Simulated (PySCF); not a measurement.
## Distorted geometries of [Eu(NH2)4]−

[Eu(NH2)4]− (singlet in the valence; each metal's 4f electrons, 6 of them, lie in its core potential, out of spins and levels). PySCF 2.14.0, RKS B3LYP, Eu lcecp-1-SVP with ECP52, N def2-SVP, H def2-SVP; non-relativistic Hamiltonian with scalar-relativistic core potentials where named; density fitting; no spin-orbit coupling. Relaxed geometry:

```xyz
13

Eu    0.0001    0.0000    0.0000
N     1.3859    1.2444    1.3588
H     1.3421    1.4403    2.3617
H     2.2523    1.6869    1.0374
N    -1.3858   -1.3588    1.2445
H    -2.2526   -1.0376    1.6864
H    -1.3420   -2.3618    1.4403
N     1.3859   -1.2444   -1.3588
H     2.2523   -1.6869   -1.0374
H     1.3421   -1.4403   -2.3617
N    -1.3858    1.3588   -1.2445
H    -1.3420    2.3618   -1.4403
H    -2.2526    1.0376   -1.6864
```

Question: Order these distorted geometries by energy above the relaxed one, lowest first.
A.
```xyz
13

Eu    0.0120   -0.0288    0.0241
N     1.3997    1.1965    1.3436
H     1.3355    1.4494    2.3817
H     2.3075    1.7017    1.0434
N    -1.3674   -1.3427    1.2726
H    -2.2896   -1.0713    1.6670
H    -1.3674   -2.3160    1.4182
N     1.4126   -1.2117   -1.3484
H     2.2727   -1.6959   -1.0458
H     1.3002   -1.4480   -2.3907
N    -1.3980    1.3637   -1.2770
H    -1.3770    2.3465   -1.3972
H    -2.2408    1.0566   -1.6917
```
B.
```xyz
13

Eu    0.0394   -0.0294   -0.0216
N     1.3682    1.2937    1.3718
H     1.3600    1.4490    2.3720
H     2.2281    1.6368    1.0286
N    -1.3538   -1.3733    1.2189
H    -2.2847   -1.0301    1.6552
H    -1.3483   -2.3104    1.4730
N     1.4168   -1.2874   -1.3403
H     2.2336   -1.7110   -1.0774
H     1.3425   -1.4327   -2.3426
N    -1.3669    1.4137   -1.2375
H    -1.3582    2.3581   -1.4197
H    -2.2765    1.0228   -1.6805
```
C.
```xyz
13

Eu   -0.0389   -0.0740    0.0326
N     1.3646    1.3378    1.3777
H     1.2935    1.3889    2.4258
H     2.2128    1.7444    0.9636
N    -1.4377   -1.3806    1.1997
H    -2.2607   -1.0260    1.6506
H    -1.2838   -2.2872    1.4659
N     1.4787   -1.2796   -1.2531
H     2.1577   -1.7748   -1.1500
H     1.3713   -1.4242   -2.4221
N    -1.3785    1.2799   -1.2844
H    -1.3117    2.4410   -1.3616
H    -2.1672    1.0545   -1.6449
```

Answer: A (0.30 eV), B (0.47 eV), C (2.52 eV).

Question: Which forces (eV/Å) act in the one that lies 0.47 eV up?

Answer: 
```
Eu  -0.40  0.76  0.23
N   -1.66 -1.03 -0.12
H    0.04  0.11  0.38
H    1.55  0.68 -0.49
N   -1.93  2.99  0.27
H    1.76 -0.41 -0.87
H    0.19 -2.62  0.59
N   -2.76  1.48 -0.83
H    2.99 -1.56  1.01
H   -0.06 -0.04 -0.33
N   -1.40 -4.27 -0.02
H   -0.06  3.06 -0.62
H    1.73  0.85  0.81
```
Forces carry noise of the integration grid, about 0.01 to 0.03 eV/Å.

An lcecp potential fixes the number of 4f electrons, so in runs with it no electron can move into or out of that shell.
